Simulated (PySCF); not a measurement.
BeClBr, SMILES [Cl][Be][Br]. Atoms are numbered in the order given.

```xyz
3

Be     0.0000     0.0000    -0.6751
Cl     0.0000     0.0000    -2.4780
Br     0.0000     0.0000     1.2808
```

The structure is a stationary point at r2SCAN-D4/def2-TZVP.

These are PBE0/pcSseg-2 run with PySCF values and carry that method's errors.

GIAO shieldings, no solvent; atoms alike by connectivity are averaged. δ = σ(ref) − σ: ³⁵Cl against HCl (σ = 943.3 ppm), references at their B3LYP-D3(BJ)/def2-TZVP geometries, non-relativistic (without spin–orbit terms, shifts of atoms bonded to Cl or Br come out too high).

Computed chemical shifts:
```
nucleus  atoms  count  δ (ppm)
-------  -----  -----  -------
³⁵Cl       Cl2      1     -7.2
```
